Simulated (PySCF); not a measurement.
**Electron correlation in Sr (strontium, neutral)**

[Kr] 4d2, high-spin 3F determinant (an excited configuration). All numbers are calculated (PySCF 2.14, the spin-free X2C one-electron Hamiltonian (Gaussian nucleus), in aug-cc-pwCVTZ-X2C (10s9p7d3f, 93 functions)). Frozen: [Ar] 3d10; 10 electrons correlated.

```json
{"level": "CCSD", "correlation energy (mhartree)": "-223.59"}
{"level": "(T)", "correlation energy (mhartree)": "-6.29"}
{"level": "CCSD(T)", "correlation energy (mhartree)": "-229.88"}
```

Diagnostics: T1 = 0.015, D1 = 0.0459, largest double amplitude 0.059.

Cost of the coupled-cluster step: roughly 40 core-seconds, for 10 correlated electrons.
